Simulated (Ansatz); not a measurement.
One change: `C[O][TiH]12345678([C@H]9[C@@H]1[C@@H]2[C@@H]3[C@H]94)[C@H]1[C@@H]5[C@@H]6[C@@H]7[C@H]18` becomes `C[O][Ti]12345678([F])([C@H]9[C@@H]1[C@@H]2[C@@H]3[C@H]94)[C@H]1[C@@H]5[C@@H]6[C@@H]7[C@H]18`.

Ansatz, PBE0-D4/def2-TZVP geometries, multiplicity 1. Each molecule was computed in one conformer, which needn't be the lowest.

Scalar relativity is left out up to krypton.

```tsv
property	`C[O][TiH]12345678([C@H]9[C@@H]1[C@@H]2[C@@H]3[C@H]94)[C@H]1[C@@H]5[C@@H]6[C@@H]7[C@H]18`
LUMO energy (ωB97M-V/def2-TZVPP) / eV	1.14
size of the dipole moment (ωB97M-V/def2-TZVPP) / D	1.18
size of the dipole moment (PBE/def2-TZVPP) / D	1.20
HOMO–LUMO gap (B3LYP/def2-TZVPP) / eV	4.80
LUMO energy (B3LYP/def2-TZVPP) / eV	-1.21
HOMO energy (B3LYP/def2-TZVPP) / eV	-6.01
```

What does the change do to each property? (Best estimate.)

The calculation gave: 
```json
{"property": "LUMO energy (ωB97M-V/def2-TZVPP) / eV", "`C[O][Ti]12345678([F])([C@H]9[C@@H]1[C@@H]2[C@@H]3[C@H]94)[C@H]1[C@@H]5[C@@H]6[C@@H]7[C@H]18`": "0.71", "shift": "-0.43"}
{"property": "size of the dipole moment (ωB97M-V/def2-TZVPP) / D", "`C[O][Ti]12345678([F])([C@H]9[C@@H]1[C@@H]2[C@@H]3[C@H]94)[C@H]1[C@@H]5[C@@H]6[C@@H]7[C@H]18`": "2.04", "shift": "0.86"}
{"property": "size of the dipole moment (PBE/def2-TZVPP) / D", "`C[O][Ti]12345678([F])([C@H]9[C@@H]1[C@@H]2[C@@H]3[C@H]94)[C@H]1[C@@H]5[C@@H]6[C@@H]7[C@H]18`": "1.74", "shift": "0.54"}
{"property": "HOMO–LUMO gap (B3LYP/def2-TZVPP) / eV", "`C[O][Ti]12345678([F])([C@H]9[C@@H]1[C@@H]2[C@@H]3[C@H]94)[C@H]1[C@@H]5[C@@H]6[C@@H]7[C@H]18`": "4.46", "shift": "-0.34"}
{"property": "LUMO energy (B3LYP/def2-TZVPP) / eV", "`C[O][Ti]12345678([F])([C@H]9[C@@H]1[C@@H]2[C@@H]3[C@H]94)[C@H]1[C@@H]5[C@@H]6[C@@H]7[C@H]18`": "-1.70", "shift": "-0.49"}
{"property": "HOMO energy (B3LYP/def2-TZVPP) / eV", "`C[O][Ti]12345678([F])([C@H]9[C@@H]1[C@@H]2[C@@H]3[C@H]94)[C@H]1[C@@H]5[C@@H]6[C@@H]7[C@H]18`": "-6.16", "shift": "-0.15"}
```

With PBE0 the HOMO falls by 0.14 eV and the LUMO falls by 0.46 eV, so the gap narrows by about 0.32 eV. PBE moves the HOMO by -0.15 eV and ωB97M-V by -0.13 eV. Dipoles are sizes alone; their direction can turn.

B3LYP here is the variant with VWN-RPA as its local correlation; programs differ in this.

Positive LUMOs are unbound, so they and the gaps depend on the basis.
